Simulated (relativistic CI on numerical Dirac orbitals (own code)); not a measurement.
## Slater and spin-orbit integrals, Nd²⁸⁺

Calculated at this level of theory: Dirac-Coulomb-Breit CI, orbitals from a KLI potential per configuration, model QED, unscaled Slater integrals (own radial code, finite nucleus).

Slater integrals F^k, G^k are unscaled and averaged over j, outside the closed core [Ar] 3d10; ζ comes from projecting the Hamiltonian with its Breit term on Σ l·s of the shell.

- 4s2 4p2: F^2(4p,4p) = 184640, ζ(4p) = 166300 cm⁻¹; <r>(4p) = 0.5568, <r^2>(4p) = 0.3502 (bohr units).
- 4s 4p3: F^2(4p,4p) = 184620, G^1(4s,4p) = 241710, ζ(4p) = 166150 cm⁻¹; <r>(4s) = 0.5436, <r^2>(4s) = 0.3317, <r>(4p) = 0.5569, <r^2>(4p) = 0.3503 (bohr units).
- 4s2 4p 4d: ζ(4p) = 166640, F^2(4p,4d) = 180620, G^1(4p,4d) = 225280, G^3(4p,4d) = 144250, ζ(4d) = 20154 cm⁻¹; <r>(4p) = 0.557, <r^2>(4p) = 0.3505, <r>(4d) = 0.5621, <r^2>(4d) = 0.3608 (bohr units).

Averages of the first 10 configurations, taken without configuration mixing, which lowers the lowest level and can move excited configurations by several eV; other configurations of the list can lie among them:

```
Configuration  Parity  States  Average energy above the lowest level (eV)
      4s2 4p2    even      15                                        43.4
       4s 4p3     odd      40                                       130.7
    4s2 4p 4d     odd      60                                       167.8
          4p4    even      15                                       226.3
    4s 4p2 4d    even     300                                       251.5
    4s2 4p 4f    even      84                                       290.7
    4s 4p2 4f     odd     420                                       374.6
       4p3 4d     odd     200                                       343.5
    4s 4p 4d2     odd     540                                       374.7
    4s2 4d 4f     odd     140                                       415.5
```
